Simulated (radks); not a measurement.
Results of a calculation; reference values are marked as such.
Ga4+, 27 electrons, occupied as [Ar] 3d9.

Code: a radial shooting solver on a logarithmic mesh with Libxc functionals. Model: scalar-relativistic Kohn-Sham, r2SCAN, spin-polarised, spherical densities, finite nucleus; open shells are filled with parallel spins first; meta-GGA in the generalised Kohn-Sham scheme; Fermi nuclear charge, rms radius 3.9973 fm.

Energy parts (eV):
total: -52784.177
kinetic: 53687.167
electron-nucleus: -125637.445
Hartree: 21184.950
exchange-correlation: -2018.848

Orbitals (lengths in bohr, moments of r in powers of bohr; r(max) is where P^2 peaks):
| orbital | occ. | eigenvalue (eV) | r(max) | <r> | <1/r> |
|---|---|---|---|---|---|
| 1s down | 1 | -10319.41 | 0.03179 | 0.04861 | 31.30 |
| 1s up | 1 | -10319.40 | 0.03179 | 0.04861 | 31.30 |
| 2s up | 1 | -1333.998 | 0.1823 | 0.2175 | 6.861 |
| 2s down | 1 | -1332.989 | 0.1822 | 0.2174 | 6.865 |
| 2p up | 3 | -1166.986 | 0.1465 | 0.1907 | 6.714 |
| 2p down | 3 | -1166.231 | 0.1465 | 0.1906 | 6.717 |
| 3s up | 1 | -211.5844 | 0.5624 | 0.6459 | 2.203 |
| 3s down | 1 | -209.8677 | 0.5628 | 0.6468 | 2.198 |
| 3p up | 3 | -160.3360 | 0.5647 | 0.6693 | 2.053 |
| 3p down | 3 | -158.6225 | 0.5652 | 0.6707 | 2.048 |
| 3d up | 5 | -76.9977 | 0.5273 | 0.7387 | 1.740 |
| 3d down | 4 | -75.2899 | 0.5290 | 0.7443 | 1.731 |

The highest occupied level is 3d down at -75.290 eV. For comparison, the ionisation energy in NIST's Atomic Spectra Database is 86.0 eV (semi-empirical). In exact Kohn-Sham theory the highest level is minus the ionisation energy, but local and semilocal functionals leave it too shallow, through self-interaction and a potential that decays too fast; potentials with the right tail come closer.
